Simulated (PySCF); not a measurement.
C₆H₆O. Atoms are numbered in the order given.

```xyz
13

C      0.0093    -2.9739     0.0000
C      0.0410    -1.6650     0.0000
C      0.0606    -0.3471     0.0000
C      1.2052     0.5694     0.0000
C      0.7140     1.8244     0.0000
O     -0.6378     1.9118     0.0000
C     -1.1630     0.5707     0.0000
H     -0.0027    -3.5530    -0.9332
H     -0.0027    -3.5530     0.9332
H      2.2520     0.2778     0.0000
H      1.2382     2.7804     0.0000
H     -1.7925     0.4408     0.8953
H     -1.7925     0.4408    -0.8953
```

Coordinates come from a B3LYP-D3(BJ)/def2-SVP optimisation. This is a generated structure with no PubChem entry under its InChIKey; it may be hypothetical. One conformer was computed; it need not be the lowest.

Level of theory: TDA-PBE0/def2-SVPD (PySCF).

Vertical excitations. Gas-phase values at a fixed geometry. State labels are in the subgroup Cs.

```tsv
state	symmetry	energy (eV)	λ (nm)	f	main pairs
S1	A"	4.45	278	0.000	HOMO→LUMO+1 97 %
S2	A'	5.26	236	0.575	HOMO→LUMO 91 %
S3	A"	5.49	226	0.007	HOMO→LUMO+2 98 %
S4	A"	5.69	218	0.001	HOMO−1→LUMO 97 %
S5	A"	6.07	204	0.003	HOMO→LUMO+3 96 %
S6	A"	6.46	192	0.001	HOMO→LUMO+4 96 %
S7	A'	6.53	190	0.004	HOMO→LUMO+5 76 %, HOMO−2→LUMO 22 %
S8	A"	6.82	182	0.000	HOMO→LUMO+7 57 %, HOMO→LUMO+6 38 %
S9	A"	6.95	178	0.001	HOMO→LUMO+6 57 %, HOMO→LUMO+7 40 %
S10	A"	7.29	170	0.000	HOMO→LUMO+9 83 %
T1	A'	2.92	424	0	HOMO→LUMO 95 %
T2	A"	4.12	301	0	HOMO→LUMO+1 95 %
T3	A'	4.52	274	0	HOMO−1→LUMO+1 91 %
T4	A'	4.90	253	0	HOMO→LUMO+5 62 %, HOMO−2→LUMO 29 %
```
Triplets are in the Tamm–Dancoff approximation.
